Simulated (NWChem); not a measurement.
# CH₇Si₂, doublet; SMILES [SiH2]C[SiH3]

```xyz
10

Si     0.2226    -1.6346     0.0696
C     -0.8050    -0.0453    -0.0562
Si     0.1905     1.5606     0.0299
H     -0.6373    -2.8565     0.0934
H      1.1952    -1.7430    -1.0580
H     -1.3659    -0.0648    -1.0022
H     -1.5476    -0.0440     0.7519
H     -0.7012     2.7455    -0.1117
H      1.2013     1.6062    -1.0619
H      0.9024     1.6636     1.3327
```
Atoms are numbered in this order, from 1.

Results from NWChem. Spin-unrestricted. The geometry was optimised at B3LYP/6-31G* (spherical d), spin-unrestricted. No stability test was run on the SCF state. Total energies compare along this basis series because the functional is fixed.

```tsv
level	basis functions	energy (Ha)	highest occupied level (eV)	lowest empty minus highest occupied level, either spin (eV)	dipole (D)	<S²>	relative time
TPSS/pcseg-1	85	-621.2801	-5.17	1.96	0.83	0.752	1
TPSS/aug-pcseg-1	140	-621.2835	-5.17	1.95	0.87	0.752	3
TPSS/pcseg-2	196	-621.3575	-5.17	1.95	0.80	0.752	4
TPSS/def2-SVP	85	-621.1005	-5.13	1.99	0.85	0.752	1
```

Relative times are rough (shared machine, one core).
